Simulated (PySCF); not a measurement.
Cartesian coordinates (Å):
```xyz
7

Hf     0.0061     0.1574     0.1754
F     -0.0678     0.7288     2.0192
F     -1.1438    -1.3785    -0.0351
O      1.8109    -0.3548    -0.2666
H      2.7077    -0.5398    -0.5725
O     -0.6375     1.5829    -0.9510
H     -0.8599     2.2760    -1.5851
```
Charge 0, multiplicity 1.

What is the computed HOMO–LUMO gap, dipole moment and charge on the central atom (Mulliken) (TPSSh-D3(BJ)/def2-TZVP // BP86-D3(BJ)/def2-SVP (PySCF))?


| Item | Result |
|---|---|
| HOMO–LUMO gap | 7.95 eV |
| dipole moment | 3.39 D |
| charge on the central atom (Mulliken) | 1.68 e |
